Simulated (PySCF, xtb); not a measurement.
FH7N2Si2, SMILES N[SiH2]N[SiH2]F.

GFN2-xTB (xtb 6.7.1) at its own geometry gives an orbital gap of 5.59 eV and a dipole moment of 1.68 D.

Geometry optimised at PBE-D3(BJ)/def2-SVP. The structure was generated by enumeration, and PubChem lists no compound with its InChIKey, so it may never have been made. One conformer was computed; it need not be the lowest.

Problem. What does PBE/def2-TZVP (PySCF) give? (An estimate is asked for; the answer gives what the named calculation found.)

Solution. gap 5.62 eV (levels -6.15 and -0.52 eV), dipole 1.79 D.
